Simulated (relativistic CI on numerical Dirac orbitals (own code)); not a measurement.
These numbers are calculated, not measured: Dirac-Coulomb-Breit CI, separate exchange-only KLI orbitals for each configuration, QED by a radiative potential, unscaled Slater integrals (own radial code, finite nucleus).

The strongest absorption lines from the ground level of an ion, among the configurations computed and to levels below about 163 eV (vacuum wavelength in nm, gf): 7.8175 (0.55), 7.9831 (0.36), 9.4794 (2), 9.8065 (0.35), 9.8486 (0.61), 10.026 (1.3), 10.192 (2.5), 11.058 (0.4).

Problem. Which ion is it?
A. Kr11+
B. Sr13+
C. Kr9+
D. Ge7+

Solution. A. Kr11+ has 25 electrons and the ground level 3s2 3p6 3d7 4F_9/2; the strongest line goes to 3s2 3p5 3d8 4F°_9/2. The pattern of lines fixes the number of electrons, and along that sequence the line energies rise steadily with the charge (about as its square where n changes within one kind of shell, about linearly where n is kept but much faster in heavy ions where fine structure, which grows about as Z⁴, sets the gap, and irregularly where shells cross), which fixes Z. Configurations outside the model, such as inner-shell arrays, can give stronger lines. At this charge energies of transitions that change n are usually good to better than 1 %, and those within a shell (Δn = 0) to a few per cent. Terms inside the open d or f shell come out 10 to 20 % too wide with unscaled integrals.

LS names give the leading component of a level, which can be under half, so a name can repeat, a term be missing and a line seem to break the LS rules.
